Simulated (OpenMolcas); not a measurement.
## S²⁺: Slater's ratio, the spin-orbit constant, worked from levels

* Program: OpenMolcas 26.06
* Basis: ANO-RCC-VQZP [6s5p3d2f1g]
* Scalar Hamiltonian: DKH2, point nucleus
* Active space: 4 electrons in 4 orbitals (3s 3p)
* State averaging: 2S+1 = 3 even, 6 roots; 2S+1 = 1 even, 12 roots; 2S+1 = 5 odd, 1 root; 2S+1 = 3 odd, 9 roots; 2S+1 = 1 odd, 8 roots
* Spin-orbit coupling: state interaction with AMFI integrals over the reference wave functions, term energies averaged over their components

Methods: CASSCF; MS-CASPT2, IPEA 0.25 Eh, imaginary shift 0.1 Eh (closed shells correlated: 2s 2p). Measured levels: NIST levels in Podobedova, Kelleher and Wiese, J. Phys. Chem. Ref. Data 38, 171 (2009).

**Slater's ratio.** With one set of orbitals, p2 has 1D - 3P = 6 F2 and 1S - 1D = 9 F2 (F2 = F²/25), a ratio of 3/2. Term energies are centres of gravity, weighted by 2J + 1.

```
   Source  1D - 3P  1S - 3P  F2 from the first  Ratio
   CASSCF    13803    25368               2300  0.838
MS-CASPT2    10136    24765               1689  1.443
 measured    10760    26599               1793  1.472
```

Energies in cm-1. A ratio away from 3/2 shows effects beyond one configuration with one set of orbitals, and in heavier atoms second-order spin-orbit shifts. In CASSCF the valence s occupation is 1.90 in 1S against 1.97 in 1D: mixing out of s² acts most on 1S and pulls it down.

**The spin-orbit constant.** For the Hund term 3P of p2, E(J) = (A/2) J(J+1) + constant and ζ = 2S·A = 2A. From J = 0 to J = 2 the energy changes by 3 A.

| Source | E(2) - E(0) | A | ζ |
| --- | --- | --- | --- |
| CASSCF | 743.0 | 247.7 | 495 |
| MS-CASPT2 | 744.5 | 248.2 | 496 |
| measured | 833.1 | 277.7 | 555 |

All in cm-1. MS-CASPT2 is off by -10.6 % and CASSCF by -10.8 %. Both methods take the spin-orbit matrix elements from the reference wave functions, so the second can move ζ only through the term energies and any multistate remixing. Second-order mixing with other terms is absorbed into this ζ.

CASPT2 breaks the degeneracy within a term, and the mean is taken; among the terms shown or strongly mixed into the levels shown the widest spread is 51 cm-1 (3s2 3p2 1D, MS-CASPT2). Over all roots computed the reference weight is 0.85 to 0.99 in MS-CASPT2; the roots of lowest weight are the least certain, and an intruder state may touch them. Measured partners are found by configuration, term and J. A level has none where our copy of the source lacks it or the pairing is in doubt (some pairs that miss far off the trend of their configuration count as doubtful), and it then counts in no deviation. Levels of configurations outside the active space are missing.
